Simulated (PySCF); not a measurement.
Species: C5H8GaN.
Bonds: Ga1–N2, N2–C3 (aromatic), C3–C4 (aromatic), C4–C5 (aromatic), C5–C6 (aromatic), C6–C7 (aromatic), N2–C7 (aromatic). Hydrogens: H8, H9, H10 on Ga1; H11 on C3; H12 on C4; H13 on C5; H14 on C6; H15 on C7.

Theory: PBE0-D3(BJ)/def2-SVP geometry optimisation, gas phase in PySCF 2.14.0.

Question: What internal coordinates does the optimisation give?

Answer: 
```csv
bond,length (pm),order
Ga1–N2,212.6,single
"N2–C3, N2–C7",133.6,aromatic
"C3–C4, C6–C7",139.0,aromatic
"C4–C5, C5–C6",139.3,aromatic
"Ga1–H8, Ga1–H9, Ga1–H10",158.5,single
"C3–H11, C7–H15",109.3,single
"C4–H12, C6–H14",109.1,single
C5–H13,109.3,single
```

Bonds in one row agree within 1 pm and their mean is given. Orders are formal, as drawn. A selection of angles:
```csv
angle,degrees
N2–Ga1–H8,98.4
N2–Ga1–H10,100.0
H8–Ga1–H9,118.8
H8–Ga1–H10,117.1
Ga1–N2–C3,120.2
C3–N2–C7,119.6
N2–C3–C4,122.1
N2–C3–H11,116.0
C4–C3–H11,122.0
C3–C4–C5,118.7
C3–C4–H12,119.9
C5–C4–H12,121.5
C4–C5–C6,118.9
C4–C5–H13,120.5
```

The 7 heavy atoms lie in one plane (0.013 Å rms). The 6-membered ring N2–C3–C4–C5–C6–C7 has internal angles of 118.7° to 122.1°; it is planar, 0.00 Å rms from its mean plane, widest ring torsion 0°. All 4 C–C bonds measure 1.390 to 1.393 Å. N2 (nitrogen bonded to 2 C and Ga) is planar (angles 120.2°, 120.1° and 119.6°, sum 360.0°, 0.01 Å off the plane of its three neighbours). Ga1 (gallium bonded to N and 3 H) is distorted tetrahedral (angles from 98.2° to 118.8°).

Not checked by PBE0-D3(BJ)/def2-SVP frequencies.
